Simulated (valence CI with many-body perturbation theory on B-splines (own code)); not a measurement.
## Yb XL: calculated level list

Method: relativistic CI+MBPT: three valence electrons over a frozen Dirac-Fock core [Ar] 3d10, radial functions for each j: 9 s, 9 p, 8 d, 6 f, 3 g, 1 h, with the one-electron correlation potential Σ1, the two-electron term Σ2, the three-electron term Σ3, Breit, model QED; selected CI, second order for the rest, scaled by the run's own slope (own B-spline code, finite nucleus).

The last digits are not significant, and no measured levels were compared; by estimate large intervals hold to a few tenths of a per cent, small ones and those within an open d or f shell to about a per cent.

Levels 1 to 37 of 37, with energies above the lowest level, (4s^2 4p1/2) J=1/2. "Leading %" is the weight of the configuration and term that name the level; weights of strongly mixed levels are sums over their largest components and can fall short, so below about 35 % the name and the second component can differ from the true leading terms, or belong to a minority configuration. In the jj column 3d3/2^4 stands for four electrons in 3d with j = 3/2. Lifetimes count E1, E2, E3, M1 and M2 decay at the calculated energies, and are blank where another channel may lead or the interval is too uncertain; long ones can be off by a factor of two.

| No. | Configuration | Term | J | E (eV) | Leading % | g | Lifetime | Leading jj |
| --- | --- | --- | --- | --- | --- | --- | --- | --- |
| 1 | 4s2 4p | 2P° | 1/2 | 0.00 | 99 | 0.660 |  | 4s^2 4p1/2 (99 %) |
| 2 | 4s2 4p | 2P° | 3/2 | 72.88 | 99 | 1.330 | 535 ns | 4s^2 4p3/2 (99 %) |
| 3 | 4s 4p2 | 4P | 1/2 | 86.68 | 60 | 2.233 | 44.0 ps | 4s 4p1/2^2 (97 %) |
| 4 | 4s 4p2 | 4P | 3/2 | 147.87 | 92 | 1.665 | 299 ps | 4s 4p1/2 4p3/2 (99 %) |
| 5 | 4s 4p2 | 2D | 5/2 | 155.45 | 56 | 1.368 | 90.1 ps | 4s 4p1/2 4p3/2 (97 %) |
| 6 | 4s 4p2 | 2D | 3/2 | 166.38 | 66 | 0.966 | 4.08 ps | 4s 4p1/2 4p3/2 (94 %) |
| 7 | 4s 4p2 | 2P | 1/2 | 169.06 | 71 | 1.217 | 2.04 ps | 4s 4p1/2 4p3/2 (96 %) |
| 8 | 4s2 4d | 2D | 3/2 | 218.82 | 90 | 0.841 | 1.19 ps | 4s^2 4d3/2 (90 %) |
| 9 | 4s 4p2 | 4P | 5/2 | 221.29 | 47 | 1.385 | 10.6 ns | 4s 4p3/2^2 (74 %) |
| 10 | 4s2 4d | 2D | 5/2 | 239.04 | 73 | 1.237 | 2.11 ps | 4s^2 4d5/2 (73 %) |
| 11 | 4s 4p2 | 2S | 1/2 | 241.97 | 69 | 1.875 | 2.98 ps | 4s 4p3/2^2 (98 %) |
| 12 | 4s 4p2 | 2P | 3/2 | 245.79 | 61 | 1.179 | 1.37 ps | 4s 4p3/2^2 (93 %) |
| 13 | 4p3 | 2P° | 3/2 | 253.85 | 44 | 1.328 | 4.13 ps | 4p1/2^2 4p3/2 (94 %) |
| 14 | 4s 4p 4d | 4F° | 3/2 | 287.50 | 80 | 0.499 | 23.7 ps | 4s 4p1/2 4d3/2 (98 %) |
| 15 | 4s 4p 4d | 4F° | 5/2 | 293.37 | 50 | 1.049 | 42.8 ps | 4s 4p1/2 4d3/2 (92 %) |
| 16 | 4s 4p 4d | 4D° | 1/2 | 305.69 | 64 | 0.382 | 1.08 ps | 4s 4p1/2 4d3/2 (97 %) |
| 17 | 4s 4p 4d | 4D° | 3/2 | 306.13 | 38 | 1.318 | 1.11 ps | 4s 4p1/2 4d3/2 (86 %) |
| 18 | 4s 4p 4d | 4P° | 5/2 | 309.64 | 31 | 1.307 | 4.34 ps | 4s 4p1/2 4d5/2 (90 %) |
| 19 | 4p3 | 4S° | 3/2 | 314.35 | 34 | 1.322 | 3.46 ps | 4p1/2 4p3/2^2 (50 %) |
| 20 | 4s 4p 4d | 4F° | 7/2 | 314.40 | 52 | 1.252 | 5.48 ps | 4s 4p1/2 4d5/2 (94 %) |
| 21 | 4p3 | 2D° | 5/2 | 316.89 | 28 | 1.209 | 3.96 ps | 4s 4p1/2 4d5/2 (69 %) |
| 22 | 4p3 | 2D° | 5/2 | 330.69 | 54 | 1.052 | 2.10 ps | 4p1/2 4p3/2^2 (54 %) |
| 23 | 4p3 | 2P° | 1/2 | 332.08 | 94 | 0.661 | 2.19 ps | 4p1/2 4p3/2^2 (94 %) |
| 24 | 4p3 | 2D° | 3/2 | 333.58 | 28 | 1.171 | 1.23 ps | 4p1/2 4p3/2^2 (44 %) |
| 25 | 4s 4p 4d | 4D° | 5/2 | 367.96 | 50 | 1.249 | 1.31 ps | 4s 4p3/2 4d3/2 (93 %) |
| 26 | 4s 4p 4d | 4D° | 3/2 | 368.18 | 42 | 1.343 | 1.43 ps | 4s 4p3/2 4d3/2 (98 %) |
| 27 | 4s 4p 4d | 4P° | 1/2 | 368.25 | 87 | 2.328 | 1.55 ps | 4s 4p3/2 4d3/2 (98 %) |
| 28 | 4s 4p 4d | 4F° | 7/2 | 369.88 | 40 | 1.274 | 1.61 ps | 4s 4p3/2 4d3/2 (76 %) |
| 29 | 4s 4p 4d | 4F° | 9/2 | 373.76 | 100 | 1.330 | 632 ns | 4s 4p3/2 4d5/2 (100 %) |
| 30 | 4s2 4f | 2F° | 5/2 | 377.24 | 50 | 0.901 | 2.42 ps | 4s^2 4f5/2 (50 %) |
| 31 | 4s 4p 4d | 2D° | 3/2 | 379.92 | 62 | 1.020 | 1.35 ps | 4s 4p3/2 4d3/2 (55 %) |
| 32 | 4s 4p 4d | 2D° | 5/2 | 384.50 | 46 | 1.346 | 2.98 ps | 4s 4p3/2 4d5/2 (98 %) |
| 33 | 4s 4p 4d | 2D° | 3/2 | 384.70 | 31 | 1.212 | 2.01 ps | 4p3/2^3 (36 %) |
| 34 | 4s2 4f | 2F° | 7/2 | 384.80 | 56 | 1.213 | 5.46 ps | 4s^2 4f7/2 (56 %) |
| 35 | 4s 4p 4d | 2P° | 1/2 | 389.22 | 75 | 0.590 | 853 fs | 4s 4p3/2 4d3/2 (90 %) |
| 36 | 4p2 4d | 4F | 3/2 | 390.23 | 38 | 0.764 | 8.16 ps | 4p1/2^2 4d3/2 (98 %) |
| 37 | 4s 4p 4d | 2F° | 7/2 | 391.52 | 88 | 1.165 | 2.73 ps | 4s 4p3/2 4d5/2 (83 %) |

The ionisation energy to 4s2 1S_0 of the next ion comes out as 1847 eV (NIST: 1845 ± 4 eV (theoretical)). All 37 levels together are meant to be complete up to 395.11 eV.
